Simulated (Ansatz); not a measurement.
Basis-set extrapolation for BH₁₀NSi₃, SMILES `BN([SiH3])[SiH2][SiH3]` (PBE0-D4/def2-TZVP geometry, frozen core, the Gaussian-basis code of Ansatz). Multiplicity 1, RHF reference.

|  | def2-TZVPP | def2-QZVPP |
| --- | --- | --- |
| HF | -951.884478 | -951.916061 |
| MP2 correlation | -0.692852 | -0.741350 |
| CCSD(T) correlation | -0.799879 | not run |

Energies in hartree. Use E(X) = E(∞) + A·exp(−7.88·√X) for Hartree–Fock and E(X) = E(∞) + B·X^(−2.97) for correlation, with X = 3 and 4, and add CCSD(T) minus MP2 of the smaller set to the MP2 limit.

Question: What is the CCSD(T) energy at the basis-set limit?

Answer: HF limit: -951.916061 + (-0.031583) × 0.13774 = -951.92041. MP2 limit: -0.741350 + (-0.048498) × 0.74074 = -0.77727. Higher-order term: -0.799879 − (-0.692852) = -0.10703. Total: -952.80471 hartree, 316.0 kJ/mol below CCSD(T)/def2-TZVPP.
